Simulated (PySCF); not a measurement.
C7H7P.
Atom-mapped SMILES: `[CH2:1]=[CH:2][c:3]1[cH:4][cH:5][p:6][cH:7][cH:8]1`

NICS = −σ at a ghost point: NICS(0) at the centroid of the ring atoms, NICS(1) 1 Å to either side along the normal of their mean plane, zz for the tensor component along that normal. Level: GIAO PBE0/pcSseg-1 (PySCF, non-relativistic, gas phase) on the GFN2-xTB geometry, one conformer.

Ring bond lengths (Å), with Mayer bond orders in brackets: C3–C4 1.398 (1.38), C4–C5 1.374 (1.51), C5–P6 1.736 (1.29), P6–C7 1.735 (1.31), C7–C8 1.375 (1.48), C8–C3 1.399 (1.36).

Q: Give the NICS values of each ring in ppm.

A: 
```
             ring                                               type  NICS(0)  NICS(1), two faces  NICS(1)zz, two faces  rms pucker (Å)  centre to ring atoms, mean (Å)
C3–C4–C5–P6–C7–C8  6-membered ring with P; formal bonds all aromatic     -6.6       -10.0 / -10.0         -24.8 / -24.8            0.00                            1.49
```

Q: What can be read from them?

A: 
- C3–C4–C5–P6–C7–C8: mean NICS(1)zz -24.8 ppm, shielded.

Q: And the bond-length index? HOMA = 1 − mean of α(R − Ropt)² over the ring bonds, with Krygowski's 1993 parameters (CC: Ropt 1.388 Å, α 257.7 Å⁻²; CP: Ropt 1.698 Å, α 118.91 Å⁻²).

A: 
- C3–C4–C5–P6–C7–C8: HOMA 0.92; the largest term is that of C5–P6, α(R − Ropt)² = 0.17.

Q: What field does 9.4 T along the ring normal induce along that normal at the second NICS(1) probe listed for ring C3–C4–C5–P6–C7–C8, 1 Å off the ring?

A: NICSzz × B0 = -24.8 ppm × 9.4 T = -233 μT, against the applied field.

Q: Give the inner angles of the rings and the Hirshfeld charges of the ring atoms.

A: 
- C3–C4–C5–P6–C7–C8: C3 120.2° (+0.005 e), C4 124.3° (-0.038 e), C5 125.9° (-0.105 e), P6 99.3° (+0.085 e), C7 125.6° (-0.107 e), C8 124.7° (-0.041 e); sum 720.0° against 720° for a flat convex ring.

Q: How shielded are the nuclei of the rings and their hydrogens (means over atoms taken as equivalent)?

A: 
| atoms | environment | σ isotropic (ppm) |
| --- | --- | --- |
| C3 | substituted aromatic carbon | 45.8 |
| C4 (×2) | aromatic CH carbon | 50.2 |
| C5 (×2) | aromatic CH carbon | 21.4 |
| P6 | phosphorus bonded to 2 C | 86.3 |
| H on C4 (×2) | aromatic hydrogen | 23.45 |
| H on C5 (×2) | aromatic hydrogen | 22.48 |

Conformer computed: `[CH2:1]=[CH:2][c:3]1[cH:4][cH:5][p:6][cH:7][cH:8]1`: C1–C2–C3–C4 0°.
